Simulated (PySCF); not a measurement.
Structure with atom numbers: `[cH:1]1[cH:2][cH:3][c:4]([CH:5]2[CH2:6][CH2:7]2)[cH:8][cH:9]1`. Hydrogens are named by the atom that carries them. Ha(C6), Ha(C7) are cis to C4 on the ring; Hb(C6), Hb(C7) are trans to C4 on the ring.

GIAO shifts from PySCF on PBE0-D3(BJ)/def2-SVP geometries (one conformer, non-relativistic, equivalent nuclei averaged), against TMS at the same level and in the same medium; PCM means IEF-PCM chloroform.

Measured (solution, not stated per compound (mostly CDCl3 or CCl4); Pretsch, Buehlmann, Badertscher, Structure Determination of Organic Compounds, 4th ed. (2009)): C5 15.3, C6/C7 9.2, H(C5) 1.83 ppm.

**Question.** Which unscaled values do KT2/pcSseg-1, gas; PBE0/pcSseg-1, PCM; WP04/pcSseg-1, PCM; wB97X-D/pcSseg-1, PCM give, and how close are they?

**Answer.** 
```tsv
atoms	measured	KT2/pcSseg-1, gas	PBE0/pcSseg-1, PCM	WP04/pcSseg-1, PCM	wB97X-D/pcSseg-1, PCM
C5	15.3	18.1	17.7	19.5	16.8
C6/C7	9.2	15.0	14.7	15.8	14.2
H(C5)	1.83	1.42	1.67	1.64	1.64
```

Mean absolute error for ¹³C: KT2/pcSseg-1, gas 4.3, PBE0/pcSseg-1, PCM 3.9, WP04/pcSseg-1, PCM 5.4, wB97X-D/pcSseg-1, PCM 3.2 ppm.

Mean absolute error for ¹H: KT2/pcSseg-1, gas 0.41, PBE0/pcSseg-1, PCM 0.16, WP04/pcSseg-1, PCM 0.19, wB97X-D/pcSseg-1, PCM 0.19 ppm.

The carbons averaged at δ 118.8 differ by 10 ppm in this conformer.
